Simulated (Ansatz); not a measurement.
[V(III)(H2O)6-n(F)n]: PBE-D4/def2-TZVP single points in Ansatz on relaxed structures, gas phase. HOMO and LUMO are taken over both spins. Singlets are spin-restricted. The spins of the ions were chosen, not always searched. Names give formal oxidation states. The structures are stationary points that may keep the symmetry of their start.

```tsv
species	atoms	state	geometry	HOMO (eV)	LUMO (eV)	gap (eV)	vertical IE (eV)	point group (within 0.1 Å)
mer-VF3(H2O)3 (VO3F3H6)	13	triplet; oxidised ion doublet	r2SCAN-D4/def2-SVP	-3.68	-2.72	0.96	7.55	–
cis-[VF2(H2O)4]+ (VO4F2H8⁺)	15	triplet; oxidised ion doublet	PBE0-D4/def2-SVP	-8.26	-7.55	0.71	12.18	–
```

Problem. Estimate the rows for trans-[VF2(H2O)4]+ (VO4F2H8⁺) (triplet; oxidised ion doublet, PBE-D4/def2-SVP geometry).

Solution. 
| species | atoms | state | geometry | HOMO (eV) | LUMO (eV) | gap (eV) | vertical IE (eV) | point group (within 0.1 Å) |
| --- | --- | --- | --- | --- | --- | --- | --- | --- |
| trans-[VF2(H2O)4]+ (VO4F2H8⁺) | 15 | triplet; oxidised ion doublet | PBE-D4/def2-SVP | -8.04 | -7.81 | 0.22 | 11.97 | – |

The gap (eV) runs from 0.22 (trans-[VF2(H2O)4]+) to 0.96 (mer-VF3(H2O)3). The vertical IE (eV) runs from 7.55 (mer-VF3(H2O)3) to 12.18 (cis-[VF2(H2O)4]+).
